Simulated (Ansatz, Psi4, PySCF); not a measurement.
HFSSn, singlet, geometry from GFN2-xTB (such geometries of metal compounds can be far from the true shape) (core potentials on Sn), atoms displaced at random by about 0.08 Å a coordinate. Base run: HF/def2-SVP, gradient in PySCF.

PySCF was given this input:
```python
from pyscf import gto, scf

mol = gto.Mole()
mol.atom = '''
    Sn    0.229420   -0.176023    0.524583
    F     0.481407   -1.718559   -0.981927
    S    -0.725444    1.486130   -1.122683
    H    -0.938761    2.479896   -0.048640
'''
mol.basis = 'def2-svp'
mol.ecp = {'Sn': 'def2-svp'}
mol.charge = 0
mol.spin = 0
mol.verbose = 4
mol.build()

mf = scf.RHF(mol)
mf.kernel()
g = mf.nuc_grad_method()
grad = g.kernel()
```

Programs used: Ansatz (a quantum-chemistry and plane-wave program), Psi4, PySCF; a row that names a program was run with it.

The coordinate followed is y of atom 2.

The base run was repeated with changes; each row names its change, and settings that it needs were set with it.

```csv
change,dE/dx (Eh/bohr),net force (Eh/bohr)
base,-0.045584,0.000000
finite difference step (bohr) = 1e-3; conv_tol = 1e-11,-0.045583,-
density fitting = on,-0.045564,0.000000
finite difference step (bohr) = 0.05; conv_tol = 1e-11,-0.045549,-
code = ansatz,-0.045579,0.000000
finite difference step (bohr) = 0.01; conv_tol = 1e-11,-0.045582,-
conv_tol = 1e-4,-0.045587,0.000000
conv_tol = 1e-11,-0.045583,0.000000
conv_tol = 1e-6,-0.045583,0.000000
code = psi4,-0.045564,0.000000
finite difference step (bohr) = 0.2; conv_tol = 1e-11,-0.045034,-
finite difference step (bohr) = 1e-5; conv_tol = 1e-11,-0.045583,-
```

The net force is zero for an exact gradient.
